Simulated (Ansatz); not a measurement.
Calculation: B3LYP-D3(BJ)/def2-TZVP in Ansatz (a quantum-chemistry and plane-wave program). No frequencies were computed at this level.

Ansatz 0.2 input:
```yaml
crystal:
  periodic: [false, false, false]
  atoms:
    - { symbol: F, position_ang: [-0.007634, 1.478049, 0.011991] }
    - { symbol: B, position_ang: [-0.000884, 0.171512, 0.00144] }
    - { symbol: I, position_ang: [-1.84672, -0.834348, -0.006434] }
    - { symbol: I, position_ang: [1.855238, -0.815213, -0.006997] }
basis:
  gaussian: { orbitals: def2-tzvp }
hamiltonian:
  xc: b3lyp
  dispersion: d3bj
relax:
  max_steps: 150
```

Output:

```
Functional definition: B3LYP
1147 factors; their error is unknown
mean field evaluation 1: about -19602.8080 eV, gradient 3.2e1 eV
mean field evaluation 2: about -19599.2761 eV, gradient 5.8e1 eV
mean field evaluation 4: about -19604.3344 eV, gradient 1.4e0 eV
mean field evaluation 8: about -19604.3386 eV, gradient 5.2e-2 eV
mean field evaluation 16: about -19604.7865 eV, gradient 3.6e-5 eV
mean field -19604.78646132 eV, -720.4626138519 hartree, gradient 3.6e-5 eV, S^2 0.000000; 0 other end points of the search recorded, 0 dependent functions left out
reference -19604.78667300 eV, -720.4626216309 hartree; 32, 32 occupied and 130, 130 virtual orbitals, 1147 factors
relax step   1: F+E_penalty+E_count = -19605.03499265 eV  Δ(F+E_penalty+E_count) = +0.000e0 eV  max|allowed force component| = 4.585e-1 eV/Å  Δτ_max = 0.0000 Å  (28 SCF iters, accepted)
these checks for a lower state are left out or cut short: starts, cluster_reference, orbital_swaps, neighbouring_geometries, increment
1147 factors; their error is unknown
mean field -19604.80669474 eV, -720.4633574163 hartree, gradient 1.4e-5 eV, S^2 0.000000; 0 other end points of the search recorded, 0 dependent functions left out
reference -19604.80690772 eV, -720.4633652431 hartree; 32, 32 occupied and 130, 130 virtual orbitals, 1147 factors
relax step   2: F+E_penalty+E_count = -19605.05183035 eV  Δ(F+E_penalty+E_count) = -1.684e-2 eV  max|allowed force component| = 1.009e-1 eV/Å  Δτ_max = 0.0325 Å  (34 SCF iters, accepted)
these checks for a lower state are left out or cut short: starts, cluster_reference, orbital_swaps, neighbouring_geometries, increment
1147 factors; their error is unknown
mean field -19604.80657274 eV, -720.4633529330 hartree, gradient 1.0e-5 eV, S^2 0.000000; 0 other end points of the search recorded, 0 dependent functions left out
reference -19604.80678558 eV, -720.4633607546 hartree; 32, 32 occupied and 130, 130 virtual orbitals, 1147 factors
relax step   3: F+E_penalty+E_count = -19605.05262499 eV  Δ(F+E_penalty+E_count) = -7.946e-4 eV  max|allowed force component| = 1.402e-2 eV/Å  Δτ_max = 0.0095 Å  (34 SCF iters, accepted)
these checks for a lower state are left out or cut short: starts, cluster_reference, orbital_swaps, neighbouring_geometries, increment
1147 factors; their error is unknown
mean field evaluation 32: about -19604.3562 eV, gradient 8.1e-1 eV
mean field -19604.80669424 eV, -720.4633573982 hartree, gradient 1.0e-5 eV, S^2 0.000000; 0 other end points of the search recorded, 0 dependent functions left out
reference -19604.80690706 eV, -720.4633652189 hartree; 32, 32 occupied and 130, 130 virtual orbitals, 1147 factors
relax step   4: F+E_penalty+E_count = -19605.05263128 eV  Δ(F+E_penalty+E_count) = -6.290e-6 eV  max|allowed force component| = 4.254e-2 eV/Å  Δτ_max = 0.0022 Å  (35 SCF iters, accepted)
these checks for a lower state are left out or cut short: starts, cluster_reference, orbital_swaps, neighbouring_geometries, increment
1147 factors; their error is unknown
mean field -19604.80670902 eV, -720.4633579411 hartree, gradient 1.0e-5 eV, S^2 0.000000; 0 other end points of the search recorded, 0 dependent functions left out
reference -19604.80692183 eV, -720.4633657618 hartree; 32, 32 occupied and 130, 130 virtual orbitals, 1147 factors
relax step   5: F+E_penalty+E_count = -19605.05265135 eV  Δ(F+E_penalty+E_count) = -2.006e-5 eV  max|allowed force component| = 5.332e-3 eV/Å  Δτ_max = 0.0006 Å  (35 SCF iters, accepted)
1147 factors; their error is unknown
mean field evaluation 64: about -19604.8067 eV, gradient 8.3e-3 eV
mean field -19604.80670902 eV, -720.4633579411 hartree, gradient 1.0e-5 eV, S^2 0.000000; 1 other end points of the search recorded, 0 dependent functions left out
reference -19604.80692183 eV, -720.4633657618 hartree; 32, 32 occupied and 130, 130 virtual orbitals, 1147 factors
Total energy: -19605.05286416 eV, -720.4724039757 hartree
Atom 0 at    -0.007727     1.495445     0.012143 Å, force    -0.000014     0.003356     0.000127 eV/Å
Atom 1 at    -0.000958     0.185546     0.001536 Å, force     0.000025    -0.005332    -0.000269 eV/Å
Atom 2 at    -1.867069    -0.850167    -0.006555 Å, force     0.000059     0.000987     0.000071 eV/Å
Atom 3 at     1.875754    -0.830825    -0.007124 Å, force    -0.000070     0.000989     0.000071 eV/Å
Dipole moment:     0.000497    -0.096149    -0.000776 e Å
```

Cost: roughly 60 core-seconds.
